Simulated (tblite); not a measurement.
Species: C6H13OP.
Cartesian coordinates in Å at the GFN2-xTB level; atoms count from 1:
```
atom  x, y, z in Å
C1    -3.550    0.621    0.151
O2    -2.244    0.316   -0.259
C3    -1.831   -0.992    0.067
C4    -0.368   -1.067   -0.339
P5     0.345    0.631   -0.014
C6     2.058    0.229   -0.566
C7     3.060   -0.163    0.482
C8     3.174    1.161   -0.196
H9    -4.282   -0.014   -0.364
H10   -3.725    1.663   -0.109
H11   -3.667    0.489    1.233
H12   -1.940   -1.155    1.149
H13   -2.451   -1.736   -0.456
H14   -0.262   -1.318   -1.397
H15    0.168   -1.809    0.255
H16   -0.041    1.188   -1.235
H17    2.132   -0.272   -1.527
H18    3.781   -0.932    0.244
H19    2.734   -0.176    1.512
H20    2.929    2.046    0.372
H21    3.972    1.309   -0.910
```

Computed with GFN2-xTB (tblite): harmonic, unscaled wavenumbers at the GFN2-xTB geometry, gas phase. This tight-binding method is rough: wavenumbers can miss measured ones by several per cent, in bad cases by 10 to 20. Modes of hydrogen on phosphorus can be 10 to 20 % off. One conformer, not necessarily the lowest.

Harmonic wavenumbers (cm⁻¹): 43.4, 49.9, 87.5, 97.1, 138.9, 183.7, 224.4, 271.7, 302.6, 335.2, 504.9, 659.8, 720.6, 723.2, 802.0, 819.6, 871.0, 874.5, 970.0, 975.9, 996.6, 998.9, 1037.6, 1059.2, 1067.2, 1071.1, 1089.6, 1122.6, 1131.7, 1138.1, 1152.7, 1182.1, 1201.6, 1217.5, 1243.0, 1329.9, 1339.3, 1405.2, 1436.0, 1438.7, 1467.5, 1481.0, 1486.6, 1496.1, 2285.4, 2843.5, 2878.7, 2898.7, 2922.0, 2955.8, 2968.0, 2985.4, 3031.1, 3077.3, 3078.7, 3081.1, 3097.4.

A = 5224, B = 729.2, C = 676.7 MHz; mass 132.070 u (most abundant isotopes); point group C1, symmetry number 1.

**Question.** What is the zero-point energy?

**Answer.** ½Σν̃ = 38674 cm⁻¹ = 110.58 kcal/mol.

**Question.** Entropy at 298.15 K, 1 bar (ideal gas, RRHO, classical rotation)?

**Answer.** Translation 40.57, rotation 29.21, vibration 31.95: S = 101.7 cal/(mol K).

**Question.** And Cp and H(298.15 K) − H(0)?

**Answer.** Cp = 38.27 cal/(mol K), of which vibrations give 30.32 (their classical limit is 57 R = 113.3); H(298.15 K) − H(0) = 7.11 kcal/mol without the zero-point energy, 4.74 from vibrations.

**Question.** Blend soft modes into free rotors: weight 1/[1 + (100 cm⁻¹/ν̃)⁴] for the oscillator and the rest for a rotor with moment μB/(μ + B), μ = h/(8π²ν), B = 10⁻⁴⁴ kg m². What vibrational entropy results?

**Answer.** 28.55 cal/(mol K) in place of 31.95, which changes −T·S at 298.15 K by +1.01 kcal/mol.

**Question.** How do the functions run with temperature in this model?

**Answer.** 
```
T (K)  S (cal/(mol K))  Cp (cal/(mol K))  H − H(0) (kcal/mol)  G − H(0) (kcal/mol)  ln q(vib)
  150             81.1              24.3                 2.55                -9.62       3.92
  250             95.5              33.1                 5.39               -18.48       6.78
  400            114.6              49.6                11.58               -34.25      10.79
  600            138.3              67.7                23.42               -59.58      16.05
  900            169.4              85.2                46.59              -105.87      23.66
```

q(vib) and H(0) count from the zero-point level.

Hindered rotation and anharmonicity are outside this model. Other conformers, if any are populated, would add a mixing term that is left out. The structure is chiral; the term R ln 2 for an equal mix with its mirror image is left out.

On Intel Xeon Platinum 8488C, one thread, shared host with 192 logical CPUs at a one-minute load of 14, this took 0.78 s wall. This covers the Hessian and the dipole derivatives.
